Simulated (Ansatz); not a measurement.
Basis-set extrapolation for CH4F2OSi (`FC(F)O[SiH3]`) (PBE0-D4/def2-TZVP geometry, frozen core, Ansatz 0.2.0). Multiplicity 1, RHF reference.

```csv
,def2-TZVPP,def2-QZVPP
HF,-603.068150,-603.091480
MP2 correlation,-1.017384,-1.105327
CCSD(T) correlation,-1.078703,not run
```

Energies in hartree. Use E(X) = E(∞) + A·exp(−7.88·√X) for Hartree–Fock and E(X) = E(∞) + B·X^(−2.97) for correlation, with X = 3 and 4, and add CCSD(T) minus MP2 of the smaller set to the MP2 limit.

Problem. What is the CCSD(T) energy at the basis-set limit?

Solution. HF limit: -603.091480 + (-0.023330) × 0.13774 = -603.09469. MP2 limit: -1.105327 + (-0.087943) × 0.74074 = -1.17047. Higher-order term: -1.078703 − (-1.017384) = -0.06132. Total: -604.32648 hartree, 4.89 eV below CCSD(T)/def2-TZVPP.
